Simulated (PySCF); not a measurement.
Job file and geometry (Å, from PBE0-D3(BJ)/def2-TZVP) of an NMR shielding run on `FC(F)(F)OC(F)(F)F`, C$_{2}$F$_{6}$O, GIAO PBE0/pcSseg-2 NMR shielding, non-relativistic, gas phase in PySCF; density fitting, a coarse starting grid and PySCF grid level 2 are the driver's defaults:

```
$ OMP_NUM_THREADS=1 python probes_run.py task.json out

{"job": {"kind": "nmr", "xc": "PBE0", "basis": "pcSseg-2"}, "charge": 0, "multiplicity": 1}
F      1.153140     0.968826    -0.901616
C      0.994415     0.398932     0.284160
F      2.074050    -0.291221     0.585224
F      0.831511     1.354180     1.186314
O     -0.051357    -0.488054     0.299454
C     -1.244224    -0.155533    -0.289176
F     -1.185778    -0.282719    -1.606037
F     -1.615963     1.084968    -0.007331
F     -2.140150    -0.997879     0.180537
```

Question: Write the output of this run.

Answer: 
```
coarse grid: 9776 points
cycle   1  E = -749.8217964311  dE =  1.999e+00  |g| = 1.391e+00  |ddm| = 2.133e+00
cycle   2  E = -749.5210164290  dE =  3.008e-01  |g| = 2.046e+00  |ddm| = 1.282e+00
cycle   3  E = -750.1255284763  dE = -6.045e-01  |g| = 8.760e-02  |ddm| = 7.724e-01
cycle   4  E = -750.1258905643  dE = -3.621e-04  |g| = 7.307e-02  |ddm| = 5.906e-02
cycle   5  E = -750.1266936897  dE = -8.031e-04  |g| = 7.082e-03  |ddm| = 2.881e-02
cycle   6  E = -750.1267000811  dE = -6.391e-06  |g| = 1.958e-03  |ddm| = 3.671e-03
final grid: 103248 points
cycle   7  E = -750.1167330928  dE = -1.258e-04  |g| = 6.827e-03  |ddm| = 3.102e-02
cycle   8  E = -750.1167283611  dE =  4.732e-06  |g| = 8.992e-03  |ddm| = 6.099e-03
cycle   9  E = -750.1167405673  dE = -1.221e-05  |g| = 3.100e-04  |ddm| = 3.290e-03
cycle  10  E = -750.1167405783  dE = -1.105e-08  |g| = 1.723e-04  |ddm| = 2.671e-04
cycle  11  E = -750.1167405830  dE = -4.715e-09  |g| = 6.733e-05  |ddm| = 1.097e-04
cycle  12  E = -750.1167405836  dE = -6.064e-10  |g| = 1.579e-05  |ddm| = 2.836e-05
converged SCF energy = -750.1167405836

GIAO shielding tensors (ppm)
atom      isotropic    diamagn.    paramagn.     s11        s22        s33       span
  0 F      246.408     469.475    -223.067    183.319    215.065    340.840    157.521
  1 C       53.836     239.763    -185.927     48.786     53.194     59.528     10.742
  2 F      242.427     466.535    -224.109    187.041    194.795    345.444    158.403
  3 F      237.622     468.013    -230.391    175.998    196.849    340.019    164.020
  4 O      145.227     394.731    -249.504    116.738    122.746    196.197     79.460
  5 C       53.810     239.532    -185.723     48.760     53.105     59.565     10.805
  6 F      237.456     468.330    -230.874    175.711    196.478    340.180    164.470
  7 F      246.401     468.982    -222.581    183.233    215.254    340.716    157.483
  8 F      242.323     465.861    -223.538    186.825    194.752    345.392    158.567
```

Question: Turn these shieldings into chemical shifts. References, each an isolated molecule treated in the same way: 19F (174.31 ppm) vs CFCl3; 13C (186.03 ppm) vs TMS; 17O (329.54 ppm) vs H2O.

Answer: Averaging equivalent atoms: F 0/2/3/6/7/8: -67.8; C 1/5: 132.2; O 4: 184.3 ppm. Unscaled 19F shifts against computed CFCl3 carry errors that often reach 10 to 50 ppm. Experimental scales use liquid or dissolved standards, which lie at an offset from isolated H2O (liquid H2O: subtract about 36 ppm).

Size and cost of the density-fitted run: 324 basis functions, 43 s wall time on 1 thread of an Arm Neoverse V2, shared host; peak memory 1.3 GiB.
